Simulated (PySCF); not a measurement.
AlH2, SMILES [AlH2+], charge +1. Atoms are numbered in the order given.

```xyz
3

Al     0.0000     0.0000     0.0000
H      0.0000     0.0000    -1.5479
H      0.0000     0.0000     1.5479
```
Charge +1, spin multiplicity 1.

Geometry optimised at ωB97X-D3(BJ)/def2-TZVPD. The spin state was assumed, not searched. The isomer is the one that the SMILES or the coordinates give; other isomers of the formula were not compared.

Calculation: ωB97X/def2-TZVPD (PySCF).

The molecule is in vacuum.

Computed frontier levels, gap, dipole moment and polarisability:
```yaml
highest_occupied_level: -18.64 eV
lowest_empty_level: -6.08 eV
orbital_gap: 12.56 eV
dipole_moment_about_the_centre_of_nuclear_charge: 0.00 D
mean_static_polarisability: 20.3 bohr³ (3.01 Å³)
polarisability_principal_values: 17.9, 17.9, 25.1 bohr³
```
